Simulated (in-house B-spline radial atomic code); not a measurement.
RPA and G0W0 for Tl²⁺, [Xe] 4f14 5d10 6s1, highest spin, as one setting changes: the radius of a hard wall (bohr). Start: Hartree-Fock. A dash marks a level of low quasi-particle weight. Computed with an all-electron radial atomic-structure program (B-spline basis): all electrons, scalar-relativistic (spin-free one-electron X2C), finite nucleus, each spin shell either full or empty, empty states to l = 9 with an (l + 1/2)⁻⁴ tail; G0W0 by contour deformation at full frequency.

Without the two-electron picture change, the correlation of inner shells comes somewhat too large for so heavy an element.

RPA overbinds a lone outer s electron by self-correlation, and G0W0 tends to as well.

```
radius of a hard wall (bohr)  mean-field level (eV)  G0W0 level (eV)  RPA correlation (Eh)
                           2                  60.74      6s up 57.46               -6.8117
                         2.5                  2.885      6s up 0.250               -6.7583
                           3                -16.538    6s up -18.834                -6.739
                         3.5                -23.754    6s up -25.831               -6.7282
                           4                      ?                ?                     ?
                           5                -28.149    6s up -29.904               -6.7125
                           6                      ?                ?                     ?
                           8                -28.412     6s up -30.09               -6.7072
                          12                -28.412     6s up -30.09               -6.7056
```

Problem. What belongs in the row for 4?

Solution. mean-field level (eV): -26.582; G0W0 level (eV): 6s up -28.506; RPA correlation (Eh): -6.7206.

Problem. What belongs in the row for 6?

Solution. mean-field level (eV): -28.379; G0W0 level (eV): 6s up -30.07; RPA correlation (Eh): -6.7094.
